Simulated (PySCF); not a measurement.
Isomers of C4H12O2SSi2, mass 180.010 u with the commonest isotopes. The calculation used PBE0/pcSseg-1 in PySCF (dipole) on a GFN2-xTB geometry, gas phase. One conformer each, none proved a minimum here; rigid rotors.

Question: Order these by dipole moment, largest first.
A. `[CH3:1][S:2][Si@@H:3]([OH:4])[O:5][C@@H:6]1[SiH2:7][C@H:8]1[CH3:9]` with C1–S2–Si3–O4 -167°, S2–Si3–O4–H -39°, S2–Si3–O5–C6 -164°, Si3–O5–C6–Si7 56°
B. `[CH3:1][Si@@H:2](/[CH:3]=[CH:4]/[S@:5]([CH3:6])=[O:7])[O:8][SiH3:9]` with C1–Si2–C3–C4 116°, C3–C4–S5–C6 108°
C. `[CH3:1][C@H:2]([CH2:3][SiH2:4][S:5][SiH3:6])[C:7](=[O:8])[OH:9]` with C1–C2–C3–Si4 -176°, C2–C3–Si4–S5 -36°, C3–Si4–S5–Si6 -177°, C1–C2–C7–O8 144°, C2–C7–O9–H -177°
D. `[CH2:1]=[C:2]([O:3][CH3:4])[Si@@H:5]([O:6][SiH3:7])[S:8][CH3:9]` with C1–C2–O3–C4 -1°, C1–C2–Si5–O6 -55°, C2–Si5–O6–Si7 51°, C2–Si5–S8–C9 -165°

Answer: B (3.60 D), C (2.02 D), D (1.62 D), A (1.39 D).

Question: Order these by out-of-plane moment Σ m c² = (Ia + Ib − Ic)/2, smallest first.
A. `[CH2:1]=[C:2]([O:3][CH3:4])[Si@@H:5]([O:6][SiH3:7])[S:8][CH3:9]` with C1–C2–O3–C4 -1°, C1–C2–Si5–O6 -55°, C2–Si5–O6–Si7 51°, C2–Si5–S8–C9 -165°
B. `[CH3:1][S:2][Si@@H:3]([OH:4])[O:5][C@@H:6]1[SiH2:7][C@H:8]1[CH3:9]` with C1–S2–Si3–O4 -167°, S2–Si3–O4–H -39°, S2–Si3–O5–C6 -164°, Si3–O5–C6–Si7 56°
C. `[CH3:1][C@H:2]([CH2:3][SiH2:4][S:5][SiH3:6])[C:7](=[O:8])[OH:9]` with C1–C2–C3–Si4 -176°, C2–C3–Si4–S5 -36°, C3–Si4–S5–Si6 -177°, C1–C2–C7–O8 144°, C2–C7–O9–H -177°
D. `[CH3:1][Si@@H:2](/[CH:3]=[CH:4]/[S@:5]([CH3:6])=[O:7])[O:8][SiH3:9]` with C1–Si2–C3–C4 116°, C3–C4–S5–C6 108°

Answer: A (75.83 u·Å²), D (79.87 u·Å²), C (88.68 u·Å²), B (89.32 u·Å²).

Question: Order these by rotational constant B, smallest first.
A. `[CH3:1][S:2][Si@@H:3]([OH:4])[O:5][C@@H:6]1[SiH2:7][C@H:8]1[CH3:9]` with C1–S2–Si3–O4 -167°, S2–Si3–O4–H -39°, S2–Si3–O5–C6 -164°, Si3–O5–C6–Si7 56°
B. `[CH2:1]=[C:2]([O:3][CH3:4])[Si@@H:5]([O:6][SiH3:7])[S:8][CH3:9]` with C1–C2–O3–C4 -1°, C1–C2–Si5–O6 -55°, C2–Si5–O6–Si7 51°, C2–Si5–S8–C9 -165°
C. `[CH3:1][C@H:2]([CH2:3][SiH2:4][S:5][SiH3:6])[C:7](=[O:8])[OH:9]` with C1–C2–C3–Si4 -176°, C2–C3–Si4–S5 -36°, C3–Si4–S5–Si6 -177°, C1–C2–C7–O8 144°, C2–C7–O9–H -177°
D. `[CH3:1][Si@@H:2](/[CH:3]=[CH:4]/[S@:5]([CH3:6])=[O:7])[O:8][SiH3:9]` with C1–Si2–C3–C4 116°, C3–C4–S5–C6 108°

Answer: D (470.6 MHz), A (517.6 MHz), C (535.7 MHz), B (655.0 MHz).

```json
{"SMILES": "C[Si@@H](/C=C/[S@](C)=O)O[SiH3]", "point group": "C1", "Ia (u·Å²)": "352.36", "Ib (u·Å²)": "1073.90", "Ic (u·Å²)": "1266.52", "κ": "-0.86", "μa (D)": "1.92", "μb (D)": "2.17", "μc (D)": "2.13"}
{"SMILES": "C[C@H](C[SiH2]S[SiH3])C(=O)O", "point group": "C1", "Ia (u·Å²)": "271.93", "Ib (u·Å²)": "943.40", "Ic (u·Å²)": "1037.96", "κ": "-0.93", "μa (D)": "1.99", "μb (D)": "0.21", "μc (D)": "0.22"}
{"SMILES": "C=C(OC)[Si@@H](O[SiH3])SC", "point group": "C1", "Ia (u·Å²)": "418.61", "Ib (u·Å²)": "771.61", "Ic (u·Å²)": "1038.56", "κ": "-0.53", "μa (D)": "0.58", "μb (D)": "1.49", "μc (D)": "0.26"}
{"SMILES": "CS[Si@@H](O)O[C@@H]1[SiH2][C@H]1C", "point group": "C1", "Ia (u·Å²)": "259.70", "Ib (u·Å²)": "976.38", "Ic (u·Å²)": "1057.44", "κ": "-0.95", "μa (D)": "1.13", "μb (D)": "0.39", "μc (D)": "0.70"}
```
